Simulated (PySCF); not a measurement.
H$_{10}$Si$_{4}$, charge +1, doublet, geometry from GFN2-xTB (a state made from the parent by changing its charge; the spin is typed, not shown lowest); TPSS/def2-SVP in PySCF.

Input for PySCF:
```python
from pyscf import gto, scf, dft

mol = gto.Mole()
mol.atom = '''
    Si    0.19794098    2.03259613   -0.87096972
    Si   -0.10120428    0.03689135    0.55968342
    Si    2.04771067   -0.95461304   -0.07390705
    Si   -2.16100942   -1.11891038    0.43637692
    H     1.45559247    2.69851147   -0.55815478
    H     0.14470328    1.51238872   -2.23199509
    H    -0.97449804    2.81772747   -0.50889842
    H     0.12176860    0.52041957    1.93560242
    H     3.15207394   -0.06333440    0.26321671
    H     1.95233412   -1.20544493   -1.50866588
    H     2.05588625   -2.18360865    0.71076230
    H    -2.10009483   -2.29464454    1.30351681
    H    -3.24313740   -0.22101734    0.83883959
    H    -2.33275983   -1.52449428   -0.96079360
'''
mol.basis = 'def2-svp'
mol.charge = 1
mol.spin = 1
mol.verbose = 4
mol.build()

mf = dft.UKS(mol)
mf.xc = 'tpss'
mf.kernel()
```

**Question.** What does PySCF print? Leave out banner, timings and long lists.

**Answer.** 
```
PySCF version 2.14.0

[INPUT] verbose = 4
[INPUT] num. atoms = 14
[INPUT] num. electrons = 65
[INPUT] charge = 1
[INPUT] spin (= nelec alpha-beta = 2S) = 1
[INPUT] symmetry False subgroup None
[INPUT] Mole.unit = angstrom
[INPUT] Symbol           X                Y                Z      unit          X                Y                Z       unit  Magmom
[INPUT]  1 Si     0.197940980000   2.032596130000  -0.870969720000 AA    0.374054241028   3.841050007551  -1.645894233589 Bohr   0.0
[INPUT]  2 Si    -0.101204280000   0.036891350000   0.559683420000 AA   -0.191248371834   0.069714547865   1.057648380260 Bohr   0.0
[INPUT]  3 Si     2.047710670000  -0.954613040000  -0.073907050000 AA    3.869612348650  -1.803957200538  -0.139664083175 Bohr   0.0
[INPUT]  4 Si    -2.161009420000  -1.118910380000   0.436376920000 AA   -4.083715956405  -2.114434176133   0.824632865881 Bohr   0.0
[INPUT]  5 H      1.455592470000   2.698511470000  -0.558154780000 AA    2.750671117279   5.099447622297  -1.054759669317 Bohr   0.0
[INPUT]  6 H      0.144703280000   1.512388720000  -2.231995090000 AA    0.273449568526   2.858000474682  -4.217859431474 Bohr   0.0
[INPUT]  7 H     -0.974498040000   2.817727470000  -0.508898420000 AA   -1.841534404525   5.324733211964  -0.961678639024 Bohr   0.0
[INPUT]  8 H      0.121768600000   0.520419570000   1.935602420000 AA    0.230109304572   0.983450457164   3.657758459845 Bohr   0.0
[INPUT]  9 H      3.152073940000  -0.063334400000   0.263216710000 AA    5.956556470979  -0.119684670264   0.497407493309 Bohr   0.0
[INPUT] 10 H      1.952334120000  -1.205444930000  -1.508665880000 AA    3.689376790444  -2.277960775946  -2.850965326676 Bohr   0.0
[INPUT] 11 H      2.055886250000  -2.183608650000   0.710762300000 AA    3.885061955759  -4.126422311731   1.343146086666 Bohr   0.0
[INPUT] 12 H     -2.100094830000  -2.294644540000   1.303516810000 AA   -3.968604064315  -4.336249733829   2.463289769667 Bohr   0.0
[INPUT] 13 H     -3.243137400000  -0.221017340000   0.838839590000 AA   -6.128641470334  -0.417662241380   1.585177087542 Bohr   0.0
[INPUT] 14 H     -2.332759830000  -1.524494280000  -0.960793600000 AA   -4.408277193087  -2.880876667666  -1.815636766235 Bohr   0.0

nuclear repulsion = 321.067763114447
number of shells = 62
number of NR pGTOs = 214
number of NR cGTOs = 122
basis = def2-svp
ecp = {}

******** <class 'pyscf.dft.uks.UKS'> ********
method = UKS
initial guess = minao
damping factor = 0
level_shift factor = 0
DIIS = <class 'pyscf.scf.diis.CDIIS'>
diis_start_cycle = 1
diis_space = 8
diis_damp = 0
SCF conv_tol = 1e-09
SCF conv_tol_grad = None
SCF max_cycles = 50
direct_scf = True
direct_scf_tol = 1e-13
number electrons alpha = 33  beta = 32
XC library pyscf.dft.libxc version 7.1.2
    S. Lehtola, C. Steigemann, M. J. T. Oliveira, and M. A. L. Marques,  SoftwareX 7, 1–5 (2018)
XC functionals = tpss
    J. Tao, J. P. Perdew, V. N. Staroverov, and G. E. Scuseria,  Phys. Rev. Lett. 91, 146401 (2003)
    J. P. Perdew, J. Tao, V. N. Staroverov, and G. E. Scuseria,  J. Chem. Phys. 120, 6898 (2004)
    J. Tao, J. P. Perdew, V. N. Staroverov, and G. E. Scuseria,  Phys. Rev. Lett. 91, 146401 (2003)
    J. P. Perdew, J. Tao, V. N. Staroverov, and G. E. Scuseria,  J. Chem. Phys. 120, 6898 (2004)
radial grids:
    Treutler-Ahlrichs [JCP 102, 346 (1995); DOI:10.1063/1.469408] (M4) radial grids

becke partition: Becke, JCP 88, 2547 (1988); DOI:10.1063/1.454033
pruning grids: <function nwchem_prune>
grids dens level: 3
symmetrized grids: False
atomic radii adjust function: <function treutler_atomic_radii_adjust>
small_rho_cutoff = 0
Set gradient conv threshold to 3.16228e-05
tot grids = 174800
init E= -1163.275439303

cycle= 1 E= -1163.34370734549  delta_E= -0.0683  |g|= 0.228  |ddm|= 2.33
cycle= 2 E= -1163.25529056851  delta_E= 0.0884  |g|= 0.357  |ddm|= 0.83
cycle= 3 E= -1163.37842156325  delta_E= -0.123  |g|= 0.0728  |ddm|= 0.63
cycle= 4 E= -1163.3839088822  delta_E= -0.00549  |g|= 0.0161  |ddm|= 0.155
cycle= 5 E= -1163.38408558668  delta_E= -0.000177  |g|= 0.00802  |ddm|= 0.0352
cycle= 6 E= -1163.3841406273  delta_E= -5.5e-05  |g|= 0.00265  |ddm|= 0.0171
cycle= 7 E= -1163.38414574471  delta_E= -5.12e-06  |g|= 0.00152  |ddm|= 0.00695
cycle= 8 E= -1163.38414815637  delta_E= -2.41e-06  |g|= 0.000421  |ddm|= 0.00331
cycle= 9 E= -1163.38414835834  delta_E= -2.02e-07  |g|= 8.8e-05  |ddm|= 0.000992
cycle= 10 E= -1163.3841483677  delta_E= -9.36e-09  |g|= 3.54e-05  |ddm|= 0.000239
cycle= 11 E= -1163.38414836896  delta_E= -1.25e-09  |g|= 1.15e-05  |ddm|= 7.92e-05
cycle= 12 E= -1163.38414836907  delta_E= -1.19e-10  |g|= 6.05e-06  |ddm|= 3.17e-05
Extra cycle  E= -1163.38414836906  delta_E= 1.82e-11  |g|= 7.27e-06  |ddm|= 2.32e-05
converged SCF energy = -1163.38414836906  <S^2> = 0.75463926  2S+1 = 2.0046339
```
